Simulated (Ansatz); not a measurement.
`CC(Cl)Br` + HI → `CC(Cl)I` + HBr at 600 K and 1 bar (substitution at a C–Br bond).

Isolated molecules relaxed with PBE0-D4/def2-TZVP in Ansatz; ΔE leaves out vibrations. CCSD(T)/CBS adds triple-zeta CCSD(T) − MP2 to the extrapolated MP2 energy (def2 sets, frozen cores). def2 core potentials past Kr. For Br, I outer-core shells are correlated without core-valence functions, which leaves a few kJ/mol of doubt a bond. Scalar relativity is left out up to krypton.

```
   species  CCSD(T)/CBS energy (Eh)  H − E (kJ/mol)  S (J/(mol·K))
`CC(Cl)Br`              -3111.61100           194.1          380.4
        HI               -298.03592            31.6          227.0
 `CC(Cl)I`               -835.73159           193.5          389.4
       HBr              -2573.91920            33.5          219.1
```

H − E and S are ideal-gas, rigid-rotor, harmonic terms from PBE0-D4/def2-TZVP, for one conformer and one mirror image of each species. 1 Eh = 2625.50 kJ/mol, R = 8.31446 J/(mol·K).

Problem. By hand: ΔE, ΔH, ΔS and ΔG.

Solution. ΔE = (-835.73159) + (-2573.91920) − (-3111.61100) − (-298.03592) = -0.00387 Eh = -10.2 kJ/mol. Δ(H − E) = 193.5 + 33.5 − 194.1 − 31.6 = 1.3, so ΔH = -8.9 kJ/mol. ΔS = 389.4 + 219.1 − 380.4 − 227.0 = 1.1 J/(mol·K). ΔG = -8.9 − 600 × (1.1)/1000 = -9.6 kJ/mol.

Problem. By hand: the equilibrium constant, and the temperature at which ΔG would vanish if ΔH and ΔS stayed fixed.

Solution. log₁₀ K = −ΔG/(RT ln 10) = 0.8. ΔH and −TΔS have one sign here, so there is no such temperature.

The number of gas molecules stays the same, so ΔS is small and ΔH decides. A doubt of 5 kJ/mol in ΔE shifts log₁₀ K by 0.4 here. Other conformers and mirror images would add mixing entropy, several J/(mol·K) or more a flexible species. These are equilibria of isolated gas molecules and say nothing of rates. Largest T1 diagnostic: 0.009 (customary marks: 0.02 for closed shells, 0.045 for open ones).

ΔS is within the doubt of such terms, so its sign, and with it that verdict, could turn.
